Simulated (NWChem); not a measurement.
The numbers come from NWChem runs, not from measurements. System: FIn, charge 0, spin multiplicity 1, at a geometry optimised with PBE0/def2-SVP with def2 effective core potentials on In. The structure started from a generated list of species. Level: CCSD(T)/def2-TZVP with def2 effective core potentials on In, 5 core orbitals frozen.

The NWChem input:

```
start mol
memory heap 100 mb stack 700 mb global 1900 mb
geometry units angstroms nocenter noautoz
  In     0.000000     0.000000    -0.309755
  F      0.000000     0.000000     1.686442
  symmetry group C2v
end
basis spherical
  * library def2-tzvp
end
ecp
  In library def2-ecp
end
scf
  rhf
  nopen 0
  maxiter 100
  thresh 1e-7
  semidirect memsize 60000000 filesize 0
end
tce
  freeze core 5
  ccsd(t)
  2eorb
  2emet 13
  thresh 1e-6
  maxiter 100
  tilesize 24
end
task tce energy
```

NWChem printed:

```
             Northwest Computational Chemistry Package (NWChem) 7.3.0
             --------------------------------------------------------

                                NWChem Input Module
                                -------------------

 Scaling coordinates for geometry "geometry" by  1.889725989
 (inverse scale =  0.529177249)

 Turning off AUTOSYM since
 SYMMETRY directive was detected!

                             Geometry "geometry" -> ""
                             -------------------------

 Output coordinates in angstroms (scale by  1.889725989 to convert to a.u.)

  No.       Tag          Charge          X              Y              Z
 ---- ---------------- ---------- -------------- -------------- --------------
    1 In                  49.0000     0.00000000     0.00000000    -0.30975500
    2 F                    9.0000     0.00000000     0.00000000     1.68644200

 Effective nuclear repulsion energy (a.u.)     116.9058799351

            Nuclear Dipole moment (a.u.)
            ----------------------------
        X                 Y               Z
 ---------------- ---------------- ----------------
     0.0000000000     0.0000000000    -0.0000321253

      Symmetry information
      --------------------

 Group name             C2v
 Group number             16
 Group order               4
 No. of unique centers     2

      Symmetry unique atoms

     1    2


 Summary of "ao basis" -> "" (spherical)
 ------------------------------------------------------------------------------
       Tag                 Description            Shells   Functions and Types
 ---------------- ------------------------------  ------  ---------------------
 *                         def2-tzvp                  on all atoms

 Summary of "ao basis" -> "ao basis" (spherical)
 ------------------------------------------------------------------------------
       Tag                 Description            Shells   Functions and Types
 ---------------- ------------------------------  ------  ---------------------
 In                        def2-tzvp                16       50   6s5p3d2f
[...]
      Beta frozen virtuals :     0
         Spin multiplicity : singlet
    Number of AO functions :    81
       Number of AO shells :    27
        Use of symmetry is : on
      Symmetry adaption is : on
         Schwarz screening : 0.10D-09

          Correlation Information
          -----------------------
          Calculation type : Coupled-cluster singles & doubles w/ perturbation
   Perturbative correction : (T)
            Max iterations :      100
        Residual threshold : 0.10D-05
     T(0) DIIS level shift : 0.00D+00
     L(0) DIIS level shift : 0.00D+00
     T(1) DIIS level shift : 0.00D+00
     L(1) DIIS level shift : 0.00D+00
     T(R) DIIS level shift : 0.00D+00
     T(I) DIIS level shift : 0.00D+00
   CC-T/L Amplitude update :  5-th order DIIS
                I/O scheme : Global Array Library
        L-threshold :  0.10D-05
        EOM-threshold :  0.10D-05
 no EOMCCSD initial starts read in
 TCE RESTART OPTIONS
 SLICE:      F
 D4D5:       F
 quantumc:   F
 qrotation:  F
 pwtce:      F
 qducc:      F
 nacto:                         0
 nrotv:                         0
 nrot:                          0

            Memory Information
            ------------------
          Available GA space size is     249030239 doubles
          Available MA space size is     104839964 doubles

 Maximum block size supplied by input
 Maximum block size        24 doubles

 tile_dim =     16

 -------------------------------------------------

 Global array virtual files algorithm will be used

 Parallel file system coherency ......... OK

 4-electron integrals stored in orbital form

 v2    file size   =          1875829
 4-index algorithm nr.  13 is used
 imaxsize =       30
 imaxsize ichop =        0


CCSD iterations
 ---------------------------------------------------------
 Iter          Residuum       Correlation     Cpu    Wall
 ---------------------------------------------------------
    1   0.1613812117871  -0.5224129621931     0.6     0.6
    2   0.0352369522329  -0.5066820053306     1.0     1.0
    3   0.0113535106898  -0.5142212724537     1.2     1.2
    4   0.0064914443460  -0.5139840682624     1.1     1.1
    5   0.0026923700369  -0.5148161302307     1.0     1.0
    6   0.0009868877126  -0.5149033332506     0.9     0.9
    7   0.0006847160973  -0.5149003592282     0.8     0.8
    8   0.0002672346273  -0.5149155848222     0.9     0.9
    9   0.0002780860153  -0.5149133044195     0.9     0.9
   10   0.0001120941650  -0.5149253259961     0.8     0.8
   11   0.0000265552190  -0.5149295060024     0.9     0.9
   12   0.0000135963104  -0.5149275444344     0.9     0.9
   13   0.0000072316948  -0.5149275729805     1.1     1.1
   14   0.0000047650706  -0.5149272464899     0.9     0.9
   15   0.0000025324246  -0.5149273196516     0.9     0.9
   16   0.0000008488921  -0.5149272223561     0.6     0.6
 -----------------------------------------------------------------
 Iterations converged
 CCSD correlation energy / hartree =        -0.514927222356135
 CCSD total energy / hartree       =      -289.270842660651113

 Singles contributions

 Doubles contributions
 CCSD(T)
 Using plain CCSD(T) code
             total no. of tasks          925
 total no. of tasks / no. procs          925
                         wl_min          343           2.6
                         wl_max       448000           8.7
        thresh for no. of tasks          925

 CCSD[T]  correction energy / hartree =        -0.017217481045786
 CCSD[T] correlation energy / hartree =        -0.532144703401921
 CCSD[T] total energy / hartree       =      -289.288060141696917
 CCSD(T)  correction energy / hartree =        -0.015223998076217
 CCSD(T) correlation energy / hartree =        -0.530151220432352
 CCSD(T) total energy / hartree       =      -289.286066658727350

 Task  times  cpu:       33.5s     wall:       33.5s

 Total times  cpu:       33.6s     wall:       33.6s
```
